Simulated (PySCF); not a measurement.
Electron correlation in Te (tellurium, neutral)

[Kr] 4d10 5s2 5p4, high-spin 3P determinant. Calculation: PySCF 2.14, in x2c-SVPall (6s5p3d, 36 functions); the spin-free X2C one-electron Hamiltonian (Gaussian nucleus). Frozen: [Kr] 4d10; 6 electrons correlated.

MP2 pair energies summed by pair of shells (mhartree):

```tsv
pair	energy	share (%)
5p-5p	-28.56	49.2
5s-5p	-24.85	42.8
5s-5s	-4.69	8.1
```

Total MP2 correlation energy: -58.10 mhartree.

Same-spin part -14.71 and opposite-spin part -43.39 mhartree; SCS-MP2 scales them by 1/3 and 6/5 to -56.97 mhartree.

| level | correlation energy (mhartree) |
| --- | --- |
| CCSD | -71.59 |
| (T) | -0.73 |
| CCSD(T) | -72.32 |

Diagnostics: T1 = 0.0072, D1 = 0.0227, largest double amplitude 0.058.

Cost of the coupled-cluster step: 0.11 s of wall time on 1 thread of Neoverse-V1 (shared host), for 6 correlated electrons.

Iterations:

```
CC2 = 0
CCSD nocc = (np.int64(4), np.int64(2)), nmo = (13, 13)
frozen orbitals [[0, 1, 2, 3, 4, 5, 6, 7, 8, 9, 10, 11, 12, 13, 14, 15, 16, 17, 18, 19, 20, 21, 22], [0, 1, 2, 3, 4, 5, 6, 7, 8, 9, 10, 11, 12, 13, 14, 15, 16, 17, 18, 19, 20, 21, 22]]
max_cycle = 100
direct = 0
conv_tol = 1e-08
conv_tol_normt = 1e-06
diis_space = 8
diis_start_cycle = 0
Init t2, MP2 energy = -0.0580972157788947
Init E_corr(UCCSD) = -0.0580972157867079
cycle = 1  E_corr(UCCSD) = -0.0684138667389679  dE = -0.010316651  norm(t1,t2) = 0.0388619
cycle = 2  E_corr(UCCSD) = -0.070638568763778  dE = -0.00222470202  norm(t1,t2) = 0.012227
cycle = 3  E_corr(UCCSD) = -0.071607538254898  dE = -0.000968969491  norm(t1,t2) = 0.00464464
cycle = 4  E_corr(UCCSD) = -0.0715905626559611  dE = 1.69755989e-05  norm(t1,t2) = 0.000475682
cycle = 5  E_corr(UCCSD) = -0.07159365254226  dE = -3.0898863e-06  norm(t1,t2) = 8.299e-05
cycle = 6  E_corr(UCCSD) = -0.0715932578309886  dE = 3.94711271e-07  norm(t1,t2) = 1.1816e-05
cycle = 7  E_corr(UCCSD) = -0.0715933956191835  dE = -1.37788195e-07  norm(t1,t2) = 2.25907e-06
cycle = 8  E_corr(UCCSD) = -0.0715933475668875  dE = 4.8052296e-08  norm(t1,t2) = 4.62929e-07
cycle = 9  E_corr(UCCSD) = -0.0715933544935501  dE = -6.92666263e-09  norm(t1,t2) = 9.18659e-08
UCCSD converged
E(UCCSD) = -6790.192409874317  E_corr = -0.07159335449355014
UCCSD(T) correction = -0.000725434476428944
```
